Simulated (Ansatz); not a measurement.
Ideal-gas functions of `[OH2+][Ga-]([Cl])([Cl])[Cl]` at 500 K and 1 bar, from an Ansatz frequency run at PBE0-D4/def2-TZVP.

Molar mass 194.1 g/mol, point group Cs (symmetry number 1), electronic degeneracy 1, moments of inertia 329.971, 330.023, 481.877 u Å². Harmonic wavenumbers (cm⁻¹, unscaled): 104, 105, 125, 134, 152, 177, 328, 371, 430, 443, 539, 664, 1617, 3766, 3863.

Use S(trans) = R[1.5 ln M + 2.5 ln T − 1.1517]; rotational temperatures θ = 24.2544 K / I; S(rot) = R[ln(√π/σ · √(T³/θAθBθC)) + 1.5]; for each mode x = 1.438777 ν̃/T, S = R[x/(eˣ − 1) − ln(1 − e⁻ˣ)] and H = RT x/(eˣ − 1); 1 cm⁻¹ = 0.0119627 kJ/mol; R = 8.31446 J/(mol·K).

Task: By hand: the entropy, in J/(mol·K).

Result: Translation 185.3. Rotation: θ = 0.0735, 0.0735, 0.0503 K, giving 128.9. Vibration, mode by mode: 18.38, 18.30, 16.86, 16.29, 15.26, 14.01, 9.10, 8.15, 7.05, 6.84, 5.45, 4.09, 0.45, 0.00, 0.00, in all 140.2. Electronic 0.0. Sum 454.4 J/(mol·K).

Task: By hand: H − E and G − E in kJ/mol, counted from the electronic energy.

Result: Zero-point energy ½ × 12818 × 0.0119627 = 76.7; thermal vibration 32.8; translation, rotation and pV give 4 RT = 16.6. H − E = 126.1 kJ/mol, and G − E = 126.1 − 500 × 454.4/1000 = -101.1 kJ/mol.

Vibration gives 31 % of the entropy, 69.8 J/(mol·K) of it from the modes under 150 cm⁻¹: soft modes count most, and the harmonic formula is weakest for them. The sum counts one conformer and one mirror image; others add a mixing term.
